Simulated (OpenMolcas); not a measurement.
Ag5+ (d6) among equal point charges was computed by CASSCF with the d shell active (OpenMolcas, ANO-RCC-VDZP on the metal). Its lowest spin-free states, and all those of the highest spin:

| 2S+1 | Degeneracy | E (cm-1) |
| --- | --- | --- |
| 5 | 2 | 0.0 |
| 5 | 1 | 1862 |
| 5 | 2 | 3715 |
| 3 | 2 | 22338 |
| 3 | 1 | 22449 |
| 3 | 1 | 23186 |
| 3 | 2 | 23359 |
| 3 | 1 | 24153 |
| 3 | 2 | 24683 |
| 3 | 2 | 25378 |
| 3 | 1 | 26613 |
| 3 | 2 | 27064 |

**Question.** Is the site octahedral, tetrahedral or cube-like, axial, or of lower symmetry?

**Answer.** The states with 2S+1 = 5 have orbital degeneracies 2, 1, 2. There are pairs but no triples, so the site is axial: not cubic, but with a proper or improper axis of order three or more. The run had Ag5+ among 6 point charges of -1.7 e arranged as a trigonal antiprism (D3d), 2.18 Å from the ion, with a polar angle of 51.5° against the regular 54.74°.

An orbital doublet at a regular site is open to a Jahn-Teller distortion, which this geometry leaves out. Without dynamic correlation the repulsion within the d shell is too large (B by tens of per cent), so at a given field states of lower spin stand too high. Point charges give a weaker field than real ligands, and real ions of this kind are as a rule low spin; the high spin found here belongs to the model. The ground term spreads over less than 5000 cm-1, several times less than with real ligands, so orbital moments are less quenched and χT lies further from the spin-only value than at real sites. This is an electrostatic model: the charges have no orbitals. No measured value stands beside these numbers.
